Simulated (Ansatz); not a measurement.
Ansatz (an electronic-structure program) input (PBE0/def2-SVP):

Ansatz 0.2 input:
```yaml
crystal:
  periodic: [false, false, false]
  atoms:
    - {symbol: C, position_ang: [-2.55647255, -0.24218046, -0.72557897]}
    - {symbol: C, position_ang: [-1.19620784, -0.08118678, -0.16016136]}
    - {symbol: C, position_ang: [-0.81722847, 0.98523836, 0.82159455]}
    - {symbol: C, position_ang: [0.71997877, 1.02232317, 0.76341571]}
    - {symbol: C, position_ang: [1.12866725, -0.39506981, 0.32891261]}
    - {symbol: C, position_ang: [2.54378674, -0.50177149, -0.21801168]}
    - {symbol: C, position_ang: [0.02006434, -0.78309158, -0.66744090]}
    - {symbol: H, position_ang: [-2.73171849, -1.26225892, -1.07783844]}
    - {symbol: H, position_ang: [-2.72684343, 0.42098001, -1.58963356]}
    - {symbol: H, position_ang: [-3.33085468, 0.00133262, 0.00742056]}
    - {symbol: H, position_ang: [-1.16641539, 0.73379544, 1.83478519]}
    - {symbol: H, position_ang: [-1.27018308, 1.95640058, 0.58795893]}
    - {symbol: H, position_ang: [1.18296133, 1.32461941, 1.70408325]}
    - {symbol: H, position_ang: [1.04221393, 1.73510094, -0.00247153]}
    - {symbol: H, position_ang: [1.03624909, -1.05412125, 1.19979942]}
    - {symbol: H, position_ang: [3.28262098, -0.20448733, 0.52964526]}
    - {symbol: H, position_ang: [2.67050800, 0.14695894, -1.08901027]}
    - {symbol: H, position_ang: [2.77596894, -1.52350715, -0.52676718]}
    - {symbol: H, position_ang: [0.29288565, -0.43316969, -1.67922358]}
    - {symbol: H, position_ang: [-0.11292226, -1.86721219, -0.75512770]}
basis:
  gaussian:
    orbitals: def2-SVP
hamiltonian:
  xc: {name: PBE0}
magnetization: {spin_polarized: true, initial_magnetization: 1}
```

End of the output:

```
integrals: 0.12 GiB planned
1860 factors; their error is unknown
0.23 GiB of the device are held for the grids
0.99 GiB of device memory are held for the factors and their scratch space
mean field: 0.95 GiB planned
mean field evaluation 1: about -7445.3737 eV, gradient 4.5e1 eV
mean field evaluation 2: about -7442.6332 eV, gradient 5.1e1 eV
mean field evaluation 4: about -7455.9536 eV, gradient 1.9e0 eV
mean field evaluation 8: about -7455.9730 eV, gradient 1.1e-1 eV
mean field evaluation 16: about -7455.9375 eV, gradient 4.1e-4 eV
mean field -7455.93748337 eV, -274.0006486979 hartree, gradient 2.9e-5 eV, S^2 0.755139; 0 other end points of the search recorded, 0 dependent functions left out
reference -7455.93751373 eV, -274.0006498135 hartree; 28, 27 occupied and 135, 136 virtual orbitals, 1860 factors
Total energy: -7455.93751373 eV, -274.0006498135 hartree
```

It need not be the lowest isomer of its formula.
